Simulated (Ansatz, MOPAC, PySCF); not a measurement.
Species: dimethoxy-bis(sulfanyl)silane, C2H8O2S2Si (charge 0, singlet). SMILES: CO[Si](S)(S)OC
Structure (B3LYP-D3(BJ)/def2-TZVP (Ansatz, a program for electronic structure) minimum search):
```xyz
15

C     -1.5392    -1.5730    -1.4876
O     -0.7995    -1.3377    -0.2923
Si    -0.0224     0.0512     0.0673
S     -1.4622     1.6169    -0.1094
S      0.8308    -0.1704     2.0112
O      1.2101     0.3970    -0.9446
C      2.3935    -0.3845    -1.0861
H     -0.9600    -1.2987    -2.3724
H     -1.7718    -2.6362    -1.5282
H     -2.4718    -1.0044    -1.4858
H     -0.5753     2.5899     0.1582
H     -0.3364    -0.5009     2.5883
H      2.9297    -0.0168    -1.9598
H      3.0337    -0.2830    -0.2068
H      2.1557    -1.4411    -1.2298
```

Wanted: size of the dipole moment, in D. Conventions: six Cartesian d functions in 6-31G* and its kin unless marked 5d; dispersion terms only where a functional's name holds one; non-relativistic; spin-orbit terms left out; LANL2DZ with its own core potentials from Na on. Ab initio and DFT rows: single points at B3LYP-D3(BJ) geometries (Ansatz). Semi-empirical rows: dipoles at the shared geometry.

```
level               program  size of the dipole moment (D)
------------------  -------  -----------------------------
MNDO                  MOPAC                           1.85
PBE/LANL2DZ          Ansatz                           1.69
PBE/def2-SVP         Ansatz                           1.45
BP86/def2-SVP         PySCF                           1.49
M06-2X/6-31G* (5d)    PySCF                           1.90
B3PW91/6-31G* (5d)    PySCF                           1.84
```

No value to compare with is used here. The 6 habitual levels span 1.45 (PBE/def2-SVP) to 1.90 D (M06-2X/6-31G* (5d)).

The levels are drawn from those run, B3LYP/6-31G* more often than the rest, none by its result; left out are runs that failed, that the program found above a lower state of the same kind, or whose <S^2> lies over 0.5 above the pure value.
